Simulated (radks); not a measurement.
Problem. These are the eigenvalues of the occupied orbitals of an atom or ion with whole-number occupations (Ry). All-electron calculation, scalar-relativistic Kohn-Sham, PBE, spin-polarised, spherical densities, finite nucleus; Fermi nuclear charge, rms radius of each element as measured or else 0.836 A^(1/3) + 0.57 fm. Program: a radial shooting solver on a logarithmic mesh with Libxc functionals.

orbital  eigenvalue
1s        -808.7863
2s        -147.1750
2p        -135.6507
3s        -54.90562

Which element is it, and in what charge state? The configuration may be excited. Open shells, if any, are filled with parallel spins first.

Solution. Z = 31, gallium, charge +19: Ga19+ in [Ne] 3s2. The list shows which subshells hold electrons but not how many an open one holds; the 1s level, -404.39 hartree, gives Z - s = 28.4 by -(Z - s)^2/2, which with screening and relativity narrows Z to a few neighbours, and the depths of the outer levels then fix element, charge and occupations together.
